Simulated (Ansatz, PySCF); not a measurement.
CH3ClSTe, SMILES CS[Te]Cl. Atoms are numbered in the order given.

```xyz
7

Te     0.2588     0.0369     0.7397
Cl     0.8504     1.9453    -0.6281
S     -0.3559    -1.5644    -0.9227
C     -2.0692    -1.0829    -1.3666
H     -2.7344    -1.1302    -0.4944
H     -2.4009    -1.8078    -2.1255
H     -2.0753    -0.0736    -1.7990
```

Geometry: B3LYP-D3(BJ)/def2-SVP. The structure was generated by enumeration, and PubChem lists no compound with its InChIKey, so it may never have been made. The def2 effective core potentials stand for the cores of Te; spin–orbit coupling is left out. One conformer was computed; it need not be the lowest.

Two levels are set side by side: PBE-D3(BJ)/def2-SVP (Ansatz, a quantum-chemistry and plane-wave program) and B3LYP-D3(BJ)/def2-SVP (Ansatz). Each level has its own optimised geometry; the coordinates shown are those of the second. Frequencies come from the Hessian of PySCF at each geometry. Differences are taken from unrounded values.

| quantity | B3LYP-D3(BJ) | PBE-D3(BJ) | PBE-D3(BJ) minus B3LYP-D3(BJ) |
|---|---|---|---|
| mean bond length (Å) | 1.657 | 1.661 | 0.004 |
| bond Te1–Cl2 (Å) | 2.421 | 2.427 | 0.006 |
| bond Te1–S3 (Å) | 2.389 | 2.384 | -0.005 |
| bond S3–C4 (Å) | 1.834 | 1.835 | 0.000 |
| bond C4–H5 (Å) | 1.098 | 1.106 | 0.008 |
| bond C4–H6 (Å) | 1.101 | 1.109 | 0.008 |
| bond C4–H7 (Å) | 1.098 | 1.106 | 0.008 |
| highest harmonic wavenumber (cm⁻¹) | 3168 | 3110 | -58 |
| mean harmonic wavenumber (cm⁻¹) | 1161 | 1129 | -31 |
| zero-point energy (kcal/mol) | 24.89 | 24.22 | -0.67 |
